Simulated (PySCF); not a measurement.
Calculated NMR parameters of FC1=C(C(F)(F)F)COC1

* Formula: C5H4F4O
* SMILES: FC1=C(C(F)(F)F)COC1
* Degrees of unsaturation: 2
* Carbon signals: 5
* Proton signals: 2

Atom-mapped SMILES (the numbers label the heavy atoms): `[F:1][C:2]1=[C:3]([C:4]([F:5])([F:6])[F:7])[CH2:8][O:9][CH2:10]1`. Each H is labelled by its parent atom.

Theory: couplings computed with B3LYP/pcJ-1 (spin–dipole term only in couplings to heteroatoms), coordinates at the GFN2-xTB level, GIAO PBE0/pcSseg-1 shieldings, in PySCF 2.14.0 with density-fitted response routines (a single conformation, no solvent model, no relativistic terms, rapidly exchanging positions averaged).

δ = σ(ref) − σ, references computed at the same level: 1H (σ = 31.72 ppm), 13C (σ = 186.93 ppm) vs TMS; 19F (σ = 170.95 ppm) vs CFCl3; 17O (σ = 336.08 ppm) vs H2O.

| carbon | δC, type | δH (multiplicity, J in Hz) | HMBC from (abs. J ≥ 3 Hz) | span of the C tensor (ppm) |
| --- | --- | --- | --- | --- |
| C2 | 168.5, C | – | H(C8), H(C10) | 124 |
| C3 | 110.7, C | – | H(C8), H(C10) | 138 |
| C4 | 129.7, C | – | – | 10 |
| C8 | 77.1, CH2 | 5.19 (m) | – | 86 |
| C10 | 76.2, CH2 | 5.01 (m) | – | 78 |

Other nuclei:
```tsv
atoms	nucleus	environment	δ (ppm)	σ (ppm)
F5/F6/F7	19F	fluorine of a CF3 group	-78.8	249.7
F1	19F	vinylic fluorine	-128.4	299.3
O9	17O	ether oxygen	4.1	332.0
```

Selected couplings (Hz, signed; the shortest-range and largest first, 30 at most; isotopes 19F, 13C, 1H): 1J(F1,C2) -373.1, 1J(C4,F5) -334.8, 1J(C8,H(C8)) 157.0, 1J(C10,H(C10)) 155.3, 2J(C3,F5) 36.4, 2J(F1,C10) 18.2, 3J(F1,H(C10)) -5.8, 3J(F1,C8) 4.0, 3J(F1,C4) -3.5, 3J(C2,F5) 2.3, 4J(F1,F5) 14.0, 4J(H(C8),H(C10)) 9.0, 4J(F1,H(C8)) 5.5, 4J(H(C8),H(C10)) 5.3, 4J(F5,H(C8)) -1.4.

Carbon types of the structure: 3 × C, 2 × CH2, which accounts for all hydrogens. δC 168.5, 110.7: fully substituted alkene carbon. δC 129.7: CF3 carbon; 3 electronegative neighbours deshield it. δC 77.1, 76.2: allylic sp3 CH2 bonded to O; pulled downfield by the heteroatom. δH 5.19, 5.01: hydrogen on an allylic sp3 CH2 bonded to O; its carbon carries O, an electronegative neighbour.

C–F couplings over four or more bonds (about 3 Hz to the para carbon of a fluoroarene) are left out. Common functionals overestimate the size of one-bond C–F couplings by tens of Hz; these are unscaled. Multiplet labels drop couplings under 1 Hz and merge nearly equal ones. Couplings among chemically equivalent protons are left out too, so labels in AA′BB′ or AA′XX′ sets are apparent multiplicities. Shifts are as computed. Against solution values, carbons near 30 ppm lie about +3 ppm off and those near 130 ppm about +5 ppm. Of 1211 compounds with measured shifts, 218 miss one by over three times the rms of a fit or turn the order of signals round; such compounds aren't used in these exercises. Unscaled 19F shifts against computed CFCl3 carry errors that often reach 10 to 50 ppm. Experimental scales use liquid or dissolved standards, which lie at an offset from isolated H2O (liquid H2O: subtract about 36 ppm).
